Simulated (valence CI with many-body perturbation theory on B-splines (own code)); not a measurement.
Pb XLII: one-electron terms

Computed by configuration interaction combined with many-body perturbation theory (CI+MBPT): five valence electrons over a frozen Dirac-Fock core [Kr], radial functions for each j: 7 s, 7 p, 8 d, 6 f, 4 g, 1 h, with the one-electron correlation potential Σ1 (screened to all orders), the two-electron term Σ2, the three-electron term Σ3, Breit, model QED; selected single and double excitations, second order for the rest (own B-spline code, finite nucleus).

The last digits are not significant, and no measured levels were compared; by estimate large intervals hold to a few tenths of a per cent, small ones and those within an open d or f shell to about a per cent. Only levels of the ground parity were solved; by the run's estimate the other parity begins above the list, which can be wrong where configurations are misplaced.

These are the spectroscopic orbitals of the CI (the correlating ones are not listed), shaped by the core and the other valence electrons. h is the expectation value of the core's Dirac-Fock operator, without the valence repulsion; Σ1 is computed up to l = 3 at one energy for each symmetry, that of its lowest orbital but kept below the first core excitation, so for empty shells it is not the orbital's own correlation shift; Breit and QED include the response of the core.

| Orbital | h (hartree) | Σ1 (cm⁻¹) | Breit (cm⁻¹) | QED (cm⁻¹) | ⟨r⟩ (bohr) |
| --- | --- | --- | --- | --- | --- |
| 5s1/2 | -58.312 | -11730 | 7439 | 5684 | 0.6229 |
| 6s1/2 | -38.064 | -4698 | 3956 | 3065 | 0.9532 |
| 7s1/2 | -26.832 | -2454 | 2301 | 1817 | 1.357 |
| 5p1/2 | -56.118 | -11916 | 11405 | 309 | 0.6284 |
| 6p1/2 | -36.874 | -4918 | 6212 | 175 | 0.9652 |
| 7p1/2 | -26.115 | -2609 | 3656 | 106 | 1.376 |
| 5p3/2 | -53.552 | -10213 | 6345 | 748 | 0.6611 |
| 6p3/2 | -35.507 | -4391 | 3526 | 420 | 1.004 |
| 7p3/2 | -25.298 | -2369 | 2338 | 255 | 1.422 |
| 4d3/2 | -84.217 | -23828 | 12491 | -1114 | 0.3648 |
| 5d3/2 | -50.146 | -11290 | 5404 | -394 | 0.6587 |
| 6d3/2 | -33.653 | -5178 | 2919 | -205 | 1.019 |
| 4d5/2 | -82.971 | -22799 | 7610 | -464 | 0.3716 |
| 5d5/2 | -49.595 | -11060 | 3372 | -125 | 0.6670 |
| 6d5/2 | -33.352 | -5055 | 1836 | -61.4 | 1.029 |
| 4f5/2 | -74.555 | -47753 | 3656 | -986 | 0.3416 |
| 5f5/2 | -45.993 | -10965 | 1712 | -356 | 0.6550 |
| 4f7/2 | -74.211 | -41542 | 693 | -736 | 0.3444 |
| 5f7/2 | -45.833 | -10580 | 477 | -248 | 0.6579 |
| 5g7/2 | -43.184 |  | -130 | -161 | 0.6143 |
| 5g9/2 | -43.129 |  | -429 | -118 | 0.6157 |

Among the shells of the start configuration 4d5, Σ1 is largest in size for 4d3/2, where it is 0.13 % of h.

Lowest root of each symmetry, sizes in configuration state functions:

```
   J  Parity  Roots  Reference  Variational  Second order  Change by selected CI (cm⁻¹)  Change by second order (cm⁻¹)
 1/2    even      4         77        21904        205114                        -10402                            -25
 3/2    even      7        141        25838        560614                         -9412                            -70
 5/2    even     10        183        26937        682794                         -9176                           -118
 7/2    even      7        192        25158        761580                         -9221                           -200
 9/2    even      5        181        24734        759186                         -9715                           -227
11/2    even      3        150        25135        496056                         -9427                            -72
13/2    even      1        112        20180        402683                         -9531                            -32
```
